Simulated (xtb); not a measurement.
C₂H₁₀Si₂, SMILES [SiH3][SiH2]CC. All values are semi-empirical tight-binding results from xtb (GFN2-xTB unless named), good for trends rather than for accurate numbers. Geometry: GFN2-xTB. Other conformers were not sampled.

Computed properties:
- orbital gap: 4.47 eV
- dipole moment: 0.37 D
- zero-point energy: 65.7 kcal/mol
- G − E(el) at 298.15 K (modified RRHO): 45.5 kcal/mol
- static polarisability (D4 model): 84.5 bohr³
- solvation energy, GFN2-xTB/ALPB(water): -0.3 kcal/mol
- solvation energy, GFN2-xTB/ALPB(ether): -4.1 kcal/mol
